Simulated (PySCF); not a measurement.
CH$_{3}$ClGeSi, ClGeH$_{3}$NSi, AlBGeH$_{4}$N (calculated)

Computed with PySCF 2.14.0. Calculation on a computer-drawn molecule: optimised geometry and harmonic frequencies of an isolated molecule of the commonest isotopes, restricted reference for singlets and unrestricted otherwise, frozen core in MP2; on germanium a core potential holds 10 electrons, which the energies leave out, and 3d is frozen in MP2 and coupled-cluster steps.

Common to all runs: basis cc-pV(D+d)Z; basis and core potential on germanium cc-pVDZ-PP ECP10MDF.

```json
{"entry": 1, "formula": "CH3ClGeSi", "start_structure": {"atoms_angstrom": [["Cl", -3.7901, -0.6542, 0.8023], ["Si", -1.88, -0.97, 1.5924], ["C", -0.5902, -1.3128, 0.4194], ["Ge", -0.8602, -1.3177, -1.5301], ["H", -2.072, -0.8018, 2.971], ["H", 0.416, -1.3256, 0.8919], ["H", 0.7343, -1.611, -1.8412]]}, "given": {"charge": 0, "multiplicity": 1, "method": "HF", "drawn_bonds_atom": [1, 2, 3, 2, 3, 4], "drawn_bonds_other_atom": [2, 3, 4, 5, 6, 7], "drawn_bonds_order": [1, 2, 1, 1, 1, 1]}, "results": {"optimised_atom_element": ["Cl", "Si", "C", "Ge", "H", "H", "H"], "optimised_atom_x [angstrom]": [-3.866, -1.938, -0.6349, -0.7895, -1.895, 0.3251, 0.7555], "optimised_atom_y [angstrom]": [-0.6601, -0.9408, -1.231, -1.341, -0.8467, -1.357, -1.616], "optimised_atom_z [angstrom]": [0.8683, 1.466, 0.4198, -1.521, 2.929, 0.9176, -1.774], "modes_frequency [cm^-1]": [84.46, 166.3, 233.6, 293.8, 524.5, 558.7, 633.3, 761.0, 790.2, 888.6, 1020, 1181, 1968, 2397, 3294], "modes_reduced_mass [dalton]": [25.29, 4.358, 1.059, 12.35, 8.391, 1.213, 4.353, 1.132, 1.1, 1.139, 1.435, 3.312, 1.021, 1.044, 1.086], "rotational_constants [GHz]": [6.102, 1.136, 0.9574], "total_energy [hartree]": -1081.4046, "convergence_status_largest_gradient_component [hartree/bohr]": 2.336e-05}}
{"entry": 2, "formula": "CH3ClGeSi", "start_structure": {"atoms_angstrom": [["Cl", -3.8655, -0.6601, 0.8683], ["Si", -1.9383, -0.9408, 1.4664], ["C", -0.6349, -1.2315, 0.4198], ["Ge", -0.7895, -1.3406, -1.5214], ["H", -1.8946, -0.8467, 2.9288], ["H", 0.3251, -1.3574, 0.9176], ["H", 0.7555, -1.616, -1.7738]]}, "given": {"charge": 0, "multiplicity": 1, "method": "MP2", "drawn_bonds_atom": [1, 2, 3, 2, 3, 4], "drawn_bonds_other_atom": [2, 3, 4, 5, 6, 7], "drawn_bonds_order": [1, 2, 1, 1, 1, 1]}, "results": {"optimised_atom_element": ["Cl", "Si", "C", "Ge", "H", "H", "H"], "optimised_atom_x [angstrom]": [-3.846, -1.935, -0.5978, -0.8288, -1.926, 0.3715, 0.7197], "optimised_atom_y [angstrom]": [-0.6667, -0.9408, -1.237, -1.334, -0.84, -1.364, -1.611], "optimised_atom_z [angstrom]": [0.8225, 1.475, 0.4308, -1.519, 2.947, 0.9388, -1.79], "modes_frequency [cm^-1]": [78.25, 135.4, 228.2, 270.1, 509.2, 517.4, 613.9, 694.2, 727.9, 828.3, 948.2, 1071, 1937, 2320, 3182], "modes_reduced_mass [dalton]": [25.58, 4.276, 1.076, 12.31, 1.22, 7.425, 4.418, 1.112, 1.101, 1.122, 1.316, 4.671, 1.021, 1.044, 1.087], "rotational_constants [GHz]": [5.843, 1.172, 0.9764], "total_energy [hartree]": -1081.8479, "convergence_status_largest_gradient_component [hartree/bohr]": 2.311e-05}}
{"entry": 3, "formula": "ClGeH3NSi", "start_structure": {"atoms_angstrom": [["Cl", -0.1714, 1.0615, -1.7506], ["Si", 0.1443, 0.313, 0.1304], ["N", 0.9708, -1.1042, 0.5532], ["Ge", 1.8598, -2.6503, 0.3058], ["H", -0.4393, 1.1616, 1.0635], ["H", 3.0263, -2.3135, 1.2799], ["H", 0.9395, -3.5909, 1.0997]]}, "given": {"charge": 0, "multiplicity": 2, "method": "HF", "drawn_bonds_atom": [1, 2, 3, 2, 4, 4], "drawn_bonds_other_atom": [2, 3, 4, 5, 6, 7], "drawn_bonds_order": [1, 2, 1, 1, 1, 1]}, "results": {"optimised_atom_element": ["Cl", "Si", "N", "Ge", "H", "H", "H"], "optimised_atom_x [angstrom]": [-0.05217, 0.1449, 0.8503, 1.782, -0.5173, 3.144, 0.9783], "optimised_atom_y [angstrom]": [0.8786, 0.2891, -0.9741, -2.502, 1.298, -2.414, -3.698], "optimised_atom_z [angstrom]": [-1.755, 0.1902, 0.7411, 0.4107, 1.011, 1.126, 0.9578], "modes_frequency [cm^-1]": [57.25, 59.78, 186.3, 312.4, 454.8, 585.6, 616.3, 703.9, 762.0, 919.2, 935.3, 1413, 2149, 2161, 2428], "modes_reduced_mass [dalton]": [1.056, 19.28, 4.082, 12.52, 15.55, 1.283, 11.4, 1.113, 1.084, 1.031, 1.088, 14.03, 1.016, 1.026, 1.045], "rotational_constants [GHz]": [8.825, 0.9372, 0.8565], "total_energy [hartree]": -1098.0137, "spin_squared": 0.7557, "convergence_status_largest_gradient_component [hartree/bohr]": 1.598e-05}}
{"entry": 4, "formula": "AlBGeH4N", "start_structure": {"atoms_angstrom": [["N", -2.493, 2.541, 2.4084], ["B", -2.3964, 1.4592, 1.8519], ["Al", -2.2458, -0.4146, 0.9277], ["Ge", -2.154, -2.5301, -0.2119], ["H", -2.6076, 3.4326, 2.906], ["H", -3.2447, -3.3837, 0.1773], ["H", -0.8044, -3.1761, 0.1354], ["H", -2.1239, -2.3345, -1.7051]]}, "given": {"charge": 1, "multiplicity": 1, "method": "HF", "drawn_bonds_atom": [1, 2, 3, 1, 4, 4, 4], "drawn_bonds_other_atom": [2, 3, 4, 5, 6, 7, 8], "drawn_bonds_order": [2, 1, 1, 1, 1, 1, 1]}, "results": {"optimised_atom_element": ["N", "B", "Al", "Ge", "H", "H", "H", "H"], "optimised_atom_x [angstrom]": [-2.505, -2.418, -2.273, -2.095, -2.574, -3.299, -0.7621, -2.144], "optimised_atom_y [angstrom]": [2.544, 1.466, -0.368, -2.616, 3.42, -3.398, -3.18, -2.275], "optimised_atom_z [angstrom]": [2.43, 1.867, 0.9071, -0.2693, 2.889, 0.2238, 0.1904, -1.748], "modes_frequency [cm^-1]": [75.69, 75.7, 219.9, 253.3, 253.3, 499.0, 499.0, 557.4, 690.5, 690.5, 834.7, 942.1, 942.1, 2108, 2285, 2294, 2294, 4014], "modes_reduced_mass [dalton]": [6.848, 6.848, 14.88, 5.249, 5.249, 1.117, 1.117, 14.78, 1.231, 1.231, 1.035, 1.02, 1.02, 7.465, 1.01, 1.025, 1.025, 1.107], "rotational_constants [GHz]": [77.31, 0.8317, 0.8317], "total_energy [hartree]": -616.5145, "convergence_status_largest_gradient_component [hartree/bohr]": 2.439e-05}}
```
